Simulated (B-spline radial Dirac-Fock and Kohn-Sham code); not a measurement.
**Pr: input and output of one calculation**

ΔSCF core binding energies without Breit or QED terms, calculated with a radial B-spline solver. Keys: rel is the Hamiltonian (dirac, or spin-free x2c and nr, where L3 and M5 stand for the whole 2p and 3d shells), method is hf or an exchange,correlation pair (spin-unpolarised, also for the hole states), nuc the nuclear model, radius_factor scales its radius, rmax is the box in bohr, h the logarithmic mesh step, order the B-spline order, points the quadrature points per cell, c_factor scales the speed of light, and damp, ndamp, maxit and tol steer the iteration. The run stops when the commutator error falls below 10·tol·max(1, Z/10), or the numerical noise floor, and the energy has settled to about 1e-8 Ha; the virial ratio is −V/T.

Input (task.json):

```json
{"items": [{"Z": 59, "q": 0, "cfg": [[1, 0, 2], [2, 0, 2], [2, 1, 6], [3, 0, 2], [3, 1, 6], [3, 2, 10], [4, 0, 2], [4, 1, 6], [4, 2, 10], [4, 3, 3], [5, 0, 2], [5, 1, 6], [6, 0, 2]], "A": 141, "rrms": 4.8919, "do": "settings", "holes": ["K", "L3", "M5"],
  "settings": [{"rel": "dirac", "method": "lda,xyz", "nuc": "fermi", "radius_factor": 1.0, "rmax": 45.0, "h": 0.3, "order": 8, "points": 10, "c_factor": 1.0, "maxit": 60, "damp": 0.5, "ndamp": 3, "tol": 1e-08}]}]}
```

Command: `python xray2_run.py task.json out`

The program stops without a result: KeyError: "LibXCFunctional: name 'XYZ' not found.".

**Question.** One setting is unsound. Which, and why?

**Answer.** method names a functional that the program does not serve. With the default settings (Dirac Hartree-Fock): The ground state converged in 13 iterations, with total energy -9238.15132 Ha, virial ratio 1.92982 and highest orbital energy -4.67 eV. ΔSCF binding energies: K (1s) 42155.9 eV, L3 (2p3/2) 5979.3 eV, M5 (3d5/2) 934.0 eV.
